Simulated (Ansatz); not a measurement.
`C[O][Sn][Br]` + `[F][GeH]([F])[F]` → `[F][Sn][Br]` + `C[O][GeH]([F])[F]`  (redistribution)

Computed with Ansatz on PBE0-D4/def2-TZVP structures; ΔE is electronic, products minus reactants. CBS: MP2 limit from def2 TZ/QZ plus the TZ coupled-cluster correction, frozen cores. DFT in def2-TZVPP. B3LYP here is the variant with VWN-RPA as its local correlation; programs differ in this. def2 core potentials past Kr. For Br, Ge, Sn outer-core shells are correlated without core-valence functions, which leaves a few kJ/mol of doubt a bond. Scalar relativity is left out up to krypton. Each species was taken in one conformer, which may not be the lowest.

(1) Is it downhill or uphill in electronic energy at CCSD(T)/CBS, and by how much? (Best estimate.)

(2) What do these levels give: LDA (SPW92), B3LYP-D4, ωB97M-V, PBE0, BHLYP, MP2/def2-SVP? (Estimate.)

Largest T1 diagnostic among the species: 0.015.

Results:

(1) Ansatz gave: Downhill: ΔE = -10.3 kJ/mol.

(2) The calculation gave: LDA (SPW92) -5.5, B3LYP-D4 -10.9, ωB97M-V -12.4, PBE0 -11.5, BHLYP -14.7, MP2/def2-SVP -4.0 kJ/mol.

At CCSD(T), def2-SVP lies +4.4 kJ/mol from the extrapolated value and def2-TZVPP +4.3 kJ/mol. In def2-TZVPP, CCSD(T) changes the Hartree–Fock value by +10.1 kJ/mol (the triples alone add +2.2 kJ/mol) and MP2 by +13.2 kJ/mol. Leaving LDA and LC-ωPBE aside and taking each functional with its dispersion term where it has one, the values, not all of them listed here, spread over 5.9 kJ/mol, from ωB97X-V to PBE-QIDH. LDA lies +4.8 kJ/mol from PBE without D4.
